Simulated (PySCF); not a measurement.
# Predicted spectroscopic data

PySCF 2.14 calculation with shieldings: GIAO PBE0/pcSseg-1 and structure optimised with GFN2-xTB; no relativistic terms, rapidly exchanging positions averaged, no solvent model, one computed conformer.

References, each an isolated molecule treated in the same way: ¹H and ¹³C vs TMS. Splittings of carbon signals by F and P are missing where no couplings were computed. Where no couplings were computed, multiplicities follow the n + 1 count of equivalent neighbours, and m marks all less simple cases (inequivalent or close neighbours, rings, F or P nearby). Shifts are as computed. Against solution values, carbons near 30 ppm lie about +3 ppm off and those near 130 ppm about +5 ppm. Of 1211 compounds with measured shifts, 218 miss one by over three times the rms of a fit or turn the order of signals round; such compounds aren't used in these exercises. OH and NH positions are gas-phase values without hydrogen bonding to other molecules.

Compound 1 (C2H8O2Si3). ¹H NMR (400 MHz, computed): δ 5.18 (s, 3H), 4.51 (s, 1H), 4.23 (s, 3H), 2.31 (br s, 1H). ¹³C{¹H} NMR (computed): δ 120.8, 106.0. Structure: `O[Si@@H](C#C[SiH3])O[SiH3]`.

Compound 2 (C6H10F2OSi). ¹H NMR (400 MHz, computed): δ 7.95 (m, 1H), 7.60 (m, 1H), 6.13 (m, 1H), 4.94 (m, 1H), 0.19 (d, 6H). ¹³C{¹H} NMR (computed): δ 195.5, 180.1, 140.2, 119.1, -2.9. Structure: SMILES C[SiH](C)/C=C\C(=O)C(F)F.

Compound 3 (C6H11F3OSi). ¹H NMR (400 MHz, computed): δ 6.26 (m, 1H), 5.89 (m, 1H), 5.78 (m, 1H), 4.93 (s, 3H), 3.73 (m, 1H), 2.70 (m, 1H), 1.28 (d, 3H). ¹³C{¹H} NMR (computed): δ 140.3, 136.2, 128.6, 77.3, 56.9, 23.2. Structure: SMILES C=C[C@@H]([C@H](C)O[SiH3])C(F)(F)F.
